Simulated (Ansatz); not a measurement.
Reaction (substitution at a C–C bond): `OCCC[SiH3]` + `O[SiH2]F` → `OCO[SiH2]F` + `CC[SiH3]`

Program: Ansatz. Geometries: PBE0-D4/def2-TZVP. ΔE: electronic, gas phase. CCSD(T)/CBS adds triple-zeta CCSD(T) − MP2 to the extrapolated MP2 energy (def2 sets, frozen cores). Functionals use def2-TZVPP. B3LYP here is the variant with VWN-RPA as its local correlation; programs differ in this. Each species was taken in one conformer, which may not be the lowest.

`OCCC[SiH3]`:

Z-matrix (Å, degrees):
```
C
C 1 1.512
O 1 1.414 2 108.4
H 1 1.099 2 109.4 3 -121.1
H 1 1.100 2 110.0 3 121.0
C 2 1.527 1 113.7 3 -58.8
H 2 1.095 1 108.3 3 63.3
H 2 1.095 1 107.9 3 178.5
H 3 0.959 1 108.8 2 175.2
Si 6 1.878 2 115.7 1 -60.9
H 6 1.095 2 109.7 1 177.9
H 6 1.094 2 109.7 1 61.4
H 10 1.489 6 112.5 2 68.3
H 10 1.488 6 109.9 2 -171.5
H 10 1.491 6 110.4 2 -52.0
```

`O[SiH2]F`:

Cartesian coordinates in Å:
```
O 1.176 0.268 0.406
Si -0.360 0.111 -0.116
F -1.224 -0.758 0.906
H 1.759 -0.491 0.376
H -0.925 1.472 -0.158
H -0.425 -0.602 -1.414
```

`OCO[SiH2]F`:

Cartesian coordinates in Å:
```
O -0.175 1.626 0.586
C -0.415 0.368 1.125
O -0.541 -0.630 0.143
Si 0.482 -0.868 -1.108
F 1.973 -1.048 -0.569
H -0.969 1.929 0.135
H 0.437 0.150 1.773
H -1.342 0.341 1.708
H 0.048 -2.131 -1.736
H 0.502 0.264 -2.058
```

`CC[SiH3]`:

```xyz
11

C     1.414    0.082   -0.108
C     0.003    0.540   -0.467
Si   -1.341   -0.433    0.410
H     2.173    0.667   -0.634
H     1.571   -0.968   -0.368
H     1.606    0.183    0.963
H    -0.164    0.455   -1.546
H    -0.129    1.599   -0.223
H    -1.196   -0.302    1.886
H    -1.244   -1.878    0.064
H    -2.693    0.056    0.023
```

(1) Is it downhill or uphill in electronic energy at CCSD(T)/CBS, and by how much? (An estimate is asked.)

(2) What do these levels give: PBE-D4, B3LYP-D4, ωB97X-V, PBE, r2SCAN, PBE0, HF/def2-TZVPP, SCS-MP2/def2-TZVPP, HF/def2-QZVPP, MP2/def2-QZVPP, MP2/CBS(def2), CCSD/CBS(def2)? (Best estimate.)

Largest T1 diagnostic among the species: 0.012.

Answers

(1) The calculation gave: Uphill: ΔE = +5.5 kcal/mol.

(2) Computed: PBE-D4 3.8, B3LYP-D4 3.1, ωB97X-V 3.7, PBE 3.3, r2SCAN 3.5, PBE0 3.8, HF/def2-TZVPP 1.3, SCS-MP2/def2-TZVPP 4.7, HF/def2-QZVPP 1.3, MP2/def2-QZVPP 6.4, MP2/CBS(def2) 6.7, CCSD/CBS(def2) 5.4 kcal/mol.

In def2-TZVPP, CCSD(T) changes the Hartree–Fock value by +3.4 kcal/mol (the triples alone add +0.2 kcal/mol) and MP2 by +4.6 kcal/mol. The D4 term adds +0.8 kcal/mol with B3LYP and +0.5 kcal/mol with PBE0; it sums over pairs of atoms, weighted by their polarisabilities, and B3LYP, whose exchange is more repulsive, gets the larger term.
